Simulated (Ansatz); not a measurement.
Ansatz (a program for electronic structure) input (wB97X-V/def2-TZVPD):

Ansatz 0.2 input:
```yaml
crystal:
  periodic: [false, false, false]
  atoms:
    - {symbol: C, position_ang: [-2.16335249, 0.35232448, -0.16745076]}
    - {symbol: C, position_ang: [-0.83891482, -0.25572937, 0.22672213]}
    - {symbol: O, position_ang: [0.20763316, 0.52697495, -0.40079127]}
    - {symbol: C, position_ang: [1.46238545, 0.13430999, -0.16368511]}
    - {symbol: O, position_ang: [1.79441211, -0.79772116, 0.51464339]}
    - {symbol: H, position_ang: [-2.29552188, 0.33182348, -1.24973480]}
    - {symbol: H, position_ang: [-2.97706993, -0.21379682, 0.28890079]}
    - {symbol: H, position_ang: [-2.23354794, 1.38701309, 0.16977300]}
    - {symbol: H, position_ang: [-0.68235599, -0.23859572, 1.30595256]}
    - {symbol: H, position_ang: [-0.74407761, -1.28948927, -0.10777591]}
    - {symbol: H, position_ang: [2.15550233, 0.80358432, -0.69145009]}
basis:
  gaussian:
    orbitals: def2-TZVPD
hamiltonian:
  xc: {name: wB97X-V}
output: {forces: true}
```

Output:

```
Functional definition: wB97X-V
integrals: 0.20 GiB planned
1196 factors; their error is unknown
integrals: 0.24 GiB planned
457 factors; integrals over basis functions are off by at most 1.6e-5 eV
mean field: 2.02 GiB planned
mean field evaluation 1: about -7298.5637 eV, gradient 5.4e1 eV
mean field evaluation 2: about -7298.4576 eV, gradient 5.8e1 eV
mean field evaluation 4: about -7303.7508 eV, gradient 3.3e0 eV
mean field evaluation 8: about -7303.7816 eV, gradient 6.3e-2 eV
mean field evaluation 16: about -7303.7583 eV, gradient 1.4e-4 eV
mean field -7303.75829017 eV, -268.4081664987 hartree, gradient 4.9e-5 eV, S^2 0.000000; 0 other end points of the search recorded, 0 dependent functions left out
the calculation of the forces begins
reference -7303.75828758 eV, -268.4081664033 hartree; 20, 20 occupied and 225, 225 virtual orbitals, 1196 factors
Total energy: -7303.75828758 eV, -268.4081664033 hartree
Atom 0 at    -2.163352     0.352324    -0.167451 Å, force     0.015426     0.004093    -0.003716 eV/Å
Atom 1 at    -0.838915    -0.255729     0.226722 Å, force     0.177310     0.086599    -0.072115 eV/Å
Atom 2 at     0.207633     0.526975    -0.400791 Å, force    -0.072209    -0.070352     0.055449 eV/Å
Atom 3 at     1.462385     0.134310    -0.163685 Å, force    -0.108507     0.019867    -0.010031 eV/Å
Atom 4 at     1.794412    -0.797721     0.514643 Å, force    -0.054684    -0.012685     0.011817 eV/Å
Atom 5 at    -2.295522     0.331823    -1.249735 Å, force     0.001356    -0.006235    -0.077793 eV/Å
Atom 6 at    -2.977070    -0.213797     0.288901 Å, force    -0.046854    -0.043827     0.034625 eV/Å
Atom 7 at    -2.233548     1.387013     0.169773 Å, force     0.005983     0.072542     0.028183 eV/Å
Atom 8 at    -0.682356    -0.238596     1.305953 Å, force     0.016252     0.012935     0.092850 eV/Å
Atom 9 at    -0.744078    -1.289489    -0.107776 Å, force     0.010457    -0.085741    -0.039895 eV/Å
Atom 10 at     2.155502     0.803584    -0.691450 Å, force     0.055471     0.022804    -0.019373 eV/Å
Dipole moment:    -0.391985     0.208172    -0.137631 e Å
```
